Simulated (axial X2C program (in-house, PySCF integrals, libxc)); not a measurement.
# Worked dissociation energy of NaCu⁻: CCSD, two-component

Calculated with an axial X2C code built on PySCF integrals. Two-component (2c) means X2C with spin–orbit coupling and atomic mean-field two-electron Coulomb and Gaunt terms. Basis: Cu dyall-acv3z [10s10p7d4f2g], Na dyall-av3z [10s9p5d2f] (cores contracted in-house); Gaussian nuclei, density fitting, unrestricted open shells. Masses: Cu 62.930 u, Na 22.990 u.

Molecular state: Ω = 1/2 (⟨Sz⟩ = 0.50, ⟨Lz⟩ = 0.00 at HF).

Correlated methods: 13 electrons correlated (number of frozen shells: Cu 3 s, 2 p; Na 2 s, 1 p), 319 virtual spin orbitals or spinors in MP2, 90 natural virtuals in coupled cluster.

```
E(Cu-) (2M_J = 0) : -1653.215896 hartree
E(Na) (2M_J = 1)  : -162.053118 hartree
E(NaCu⁻) at Re    : -1815.301629 hartree
ωe                : 150.6 cm⁻¹
ωexe              : 0.716 cm⁻¹
```

**Question.** Work out De and D0.

**Answer.** De = -1653.215896 + (-162.053118) − (-1815.301629) = 0.03261 hartree = 0.887 eV. The zero-point energy is ωe/2 − ωexe/4 = 75 cm⁻¹ = 0.009 eV, so D0 = 0.878 eV.

One determinant describes the state; a PBE0 search over occupations chose it and may have missed a lower one. De is counted from the lowest determinant-based energies of the atoms at the same level, without counterpoise correction. CCSD ran in a truncated set of natural virtual spinors with an MP2 remainder; without triples it tends to underbind. The determinant is spin-polarised beyond a pure state at some levels (its spin-free form has ⟨S²⟩ too high), which makes Re and μ there less reliable. The T1 diagnostic is large, a sign of multireference character.

Each atomic determinant is the lowest at this level and need not be a pure J level. Totals compare only within one Hamiltonian and basis.
